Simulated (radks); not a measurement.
Values are calculated unless marked as measured or tabulated.
Ar2+, 16 electrons, occupied as [Ne] 3s2 3p4.

Level of theory: non-relativistic Kohn-Sham, SCAN, spin-polarised, spherical densities, point nucleus; open shells are filled with parallel spins first; meta-GGA in the generalised Kohn-Sham scheme (a radial shooting solver on a logarithmic mesh with Libxc functionals).

Energy parts (Ry):
part                       energy
total                 -1051.95475
kinetic                1050.88681
electron-nucleus      -2470.45041
Hartree                 427.82843
exchange-correlation    -60.21959

Orbitals (lengths in bohr, moments of r in powers of bohr; <r^-3> diverges for s and p1/2; r(90%) holds 90 % of the orbital's charge):
orbital  occ.  eigenvalue (Ry)  <r^-3>  r(90%)
1s up       1        -231.7567       -   0.154
1s down     1        -231.7078       -   0.154
2s up       1        -24.29663       -   0.646
2s down     1        -24.27046       -   0.646
2p up       3        -19.38158   125.5   0.622
2p down     3        -19.32866   125.2   0.622
3s up       1         -3.88842       -    1.99
3s down     1         -3.63527       -    2.02
3p up       3         -2.73288   12.45    2.22
3p down     1         -2.49289   12.10    2.27

The highest occupied level is 3p down at -33.917 eV. Summed over all electrons, <r^2> = 15.59 bohr^2, which gives a Langevin (diamagnetic) susceptibility term of -12.3 x 10^-6 cm^3/mol. For comparison, the ionisation energy in NIST's Atomic Spectra Database is 40.74 eV (semi-empirical). In exact Kohn-Sham theory the highest level is minus the ionisation energy, but local and semilocal functionals leave it too shallow, through self-interaction and a potential that decays too fast; potentials with the right tail come closer. The electron density at the nucleus is 3845 e/bohr^3. Spin moment in Bohr magnetons: 2. The spin density at the nucleus is 0.2929 e/bohr^3 (1s -0.4590, 2s 0.3898, 3s 0.3621), a Fermi contact field of 15.4 T. The density falls to 0.001 e/bohr^3 at r = 3.17 bohr.
